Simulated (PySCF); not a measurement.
**How methods differ on the excitation energy of Si**

Si [Ne] 3s2 3p2 (3P) → Si [Ne] 3s2 3p1 4s1 (3P), as a difference of total energies. Calculation: PySCF 2.14, in aug-cc-pwCVDZ; the non-relativistic Hamiltonian (point nucleus). Correlated levels: nothing frozen. The calculations carry no spin-orbit coupling.

```csv
method,excitation energy (cm⁻¹)
UHF,39702
MP2 (all electrons),40258
SCS-MP2 (all electrons),40039
CCSD (all electrons),40344
CCSD(T) (all electrons),40301
```

The promoted electron is Rydberg-like, and one or two diffuse shells describe it only roughly, which tends to raise the upper state.
